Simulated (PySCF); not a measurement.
H6PSi2, SMILES [SiH3][P][SiH3], multiplicity 2. Atoms are numbered in the order given.

```xyz
9

Si     1.6713    -0.0009     0.4286
P      0.0000     0.0000    -1.1092
Si    -1.6713     0.0009     0.4286
H      1.7612     1.3506     1.0592
H      2.9641    -0.3105    -0.2449
H      1.4259    -1.0087     1.5041
H     -1.4259     1.0087     1.5041
H     -2.9641     0.3105    -0.2449
H     -1.7612    -1.3506     1.0592
```
Charge 0, spin multiplicity 2.

The structure is a stationary point at B3LYP-D3(BJ)/def2-SVP. The isomer is the one that the SMILES or the coordinates give; other isomers of the formula were not compared.

Method: ωB97X/def2-TZVPD run with PySCF.

Mulliken values depend strongly on the basis, most of all with diffuse functions as here. ESP charges are fitted to the potential on shells at 1.4 to 2.0 van der Waals radii. Atomic charges (e):

```json
[
 {"atom": "Si1", "Mulliken": "0.36", "meta-Löwdin": "0.38", "ESP fit": "0.35", "Mulliken spin": "0.00"},
 {"atom": "P2", "Mulliken": "-0.21", "meta-Löwdin": "-0.22", "ESP fit": "-0.20", "Mulliken spin": "0.94"},
 {"atom": "Si3", "Mulliken": "0.36", "meta-Löwdin": "0.38", "ESP fit": "0.35", "Mulliken spin": "0.00"},
 {"atom": "H4", "Mulliken": "-0.07", "meta-Löwdin": "-0.09", "ESP fit": "-0.08", "Mulliken spin": "0.02"},
 {"atom": "H5", "Mulliken": "-0.11", "meta-Löwdin": "-0.09", "ESP fit": "-0.08", "Mulliken spin": "0.00"},
 {"atom": "H6", "Mulliken": "-0.07", "meta-Löwdin": "-0.09", "ESP fit": "-0.09", "Mulliken spin": "0.01"},
 {"atom": "H7", "Mulliken": "-0.07", "meta-Löwdin": "-0.09", "ESP fit": "-0.09", "Mulliken spin": "0.01"},
 {"atom": "H8", "Mulliken": "-0.11", "meta-Löwdin": "-0.09", "ESP fit": "-0.08", "Mulliken spin": "0.00"},
 {"atom": "H9", "Mulliken": "-0.07", "meta-Löwdin": "-0.09", "ESP fit": "-0.08", "Mulliken spin": "0.02"}
]
```
